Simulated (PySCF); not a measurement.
C2H2F, SMILES C=[C]F (connectivity only; charge and spin as stated), charge +1, multiplicity 1.

Geometry: PBE-D3(BJ)/def2-TZVP. The spin state was assumed, not searched. The isomer is the one that the SMILES or the coordinates give; other isomers of the formula were not compared.

These are B3LYP/def2-TZVPD run with PySCF values and carry that method's errors.

Gas-phase values at a fixed geometry.

Computed frontier levels, gap, dipole moment and polarisability:
| Quantity | Result |
|---|---|
| highest occupied level | -16.12 eV |
| lowest empty level | -10.63 eV |
| orbital gap | 5.49 eV |
| dipole moment about the centre of nuclear charge | 0.531 e·Å |
| mean static polarisability | 20.6 bohr³ (3.06 Å³) |
| polarisability, principal values | 14.7, 16.4, 30.9 bohr³ |
